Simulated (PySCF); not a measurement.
H3InO2, singlet, at a GFN2-xTB geometry (such geometries of metal compounds can be far from the true shape) (core potentials on In), with bond 6-5 at 2.4 times its length.

Input for PySCF:
```python
from pyscf import gto, scf, mcscf
import numpy

mol = gto.M(
    atom='''
In   -0.20917303   -0.15298070   -0.12516015
H    -1.40626281   -1.10577389   -0.80961604
O     0.14053792    1.69129429   -0.57012066
H     0.87730361    1.97278393   -0.02328425
O     1.07405160   -0.66832189    1.24141600
H     1.04445895   -2.79571302    2.09094083
''',
    basis='def2-svp',
    ecp={'In': 'def2-svp'},
    verbose=4,
)

mf = scf.RHF(mol)
mf.kernel()
mc = mcscf.CASSCF(mf, 4, 2)
mc.fix_spin_(ss=0.0)
mc.kernel()
occ = numpy.linalg.eigvalsh(mc.fcisolver.make_rdm1(mc.ci, mc.ncas, mc.nelecas))[::-1]
ss = mc.fcisolver.spin_square(mc.ci, mc.ncas, mc.nelecas)[0]
print('natural occupations', occ.round(4), ' <S^2>', round(ss, 4))
```

Predict the SCF-reference HOMO energy from CASSCF(2,4)/def2-SVP (PySCF).

-10.01 eV

Estimate the total energy that CASSCF(2,4)/def2-SVP returns for this input.

-340.421809 Ha

What SCF-reference HOMO-LUMO gap does CASSCF(2,4)/def2-SVP give?

8.47 eV

Give the number of basis functions at the level CASSCF(2,4)/def2-SVP.

69

Estimate the natural occupations of the active orbitals that CASSCF(2,4)/def2-SVP returns for this input.

1.37, 0.63, 0.00, 0.00

Give the SCF-reference dipole moment at the level CASSCF(2,4)/def2-SVP.

1.99 D
